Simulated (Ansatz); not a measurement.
`[OH][Al]([F])[SH]` + HCl → `[OH][Al]([F])[Cl]` + H₂S  (ligand exchange at the Al–S bond)

Isolated molecules relaxed with PBE0-D4/def2-TZVP in Ansatz; ΔE leaves out vibrations. CCSD(T)/CBS is the MP2 limit (def2-TZVPP, def2-QZVPP) plus CCSD(T) − MP2 in def2-TZVPP, frozen cores. This one scheme is used for every species. DFT in def2-TZVPP. HSE06 is defined as in plane-wave codes. One conformer a species, not always the lowest.

`[OH][Al]([F])[SH]`:

Z-matrix (Å, degrees):
```
Al
F 1 1.641
S 1 2.167 2 118.8
O 1 1.679 2 118.1 3 -180.0
H 3 1.345 1 92.0 2 -0.0
H 4 0.955 1 125.1 2 179.9
```

HCl:

```xyz
2

Cl    0.080   -0.422   -0.474
H    -0.080    0.422    0.474
```

`[OH][Al]([F])[Cl]`:

```xyz
5

O    -0.174   -0.982    0.833
Al   -0.135    0.426   -0.075
F    -1.054    1.687    0.408
Cl    1.030    0.632   -1.782
H     0.333   -1.762    0.616
```

H₂S:

Cartesian coordinates in Å:
```
S 0.216 0.566 0.129
H -0.514 0.056 -0.874
H 0.298 -0.622 0.746
```

| level | ΔE (kcal/mol) | difference from CCSD(T)/CBS |
| --- | --- | --- |
| revPBE-D4 | -10.0 | 1.3 |
| BLYP-D4 | -11.1 | 0.2 |
| PBE0-D4 | -10.5 | 0.8 |
| HSE06-D4 | -10.5 | 0.8 |
| ωB97M-V | -11.5 | -0.2 |
| B2PLYP | -11.8 | -0.5 |
| PBE-QIDH | -11.2 | 0.1 |
| BLYP | -11.5 | -0.2 |
| r2SCAN | -11.3 | 0.0 |
| r2SCANh | -11.4 | -0.1 |
| BHLYP | -12.5 | -1.2 |
| LC-ωPBE | -11.1 | 0.2 |
| HF/def2-SVP | -14.3 | -3.0 |
| HF/def2-TZVPP | -13.8 | -2.5 |
| SCS-MP2/def2-TZVPP | -11.8 | -0.5 |
| MP2/CBS(def2) | -11.4 | -0.1 |
| CCSD(T)/CBS | -11.3 | 0 |

Largest T1 diagnostic among the species: 0.012.

In def2-TZVPP, CCSD(T) changes the Hartree–Fock value by +2.6 kcal/mol (the triples alone add +0.4 kcal/mol) and MP2 by +2.5 kcal/mol. Leaving LDA and LC-ωPBE aside and taking each functional with its dispersion term where it has one, the values, not all of them listed here, spread over 2.3 kcal/mol, from BHLYP-D4 to PBE-D4. At CCSD(T), def2-SVP lies −1.3 kcal/mol from the extrapolated value and def2-TZVPP +0.1 kcal/mol.
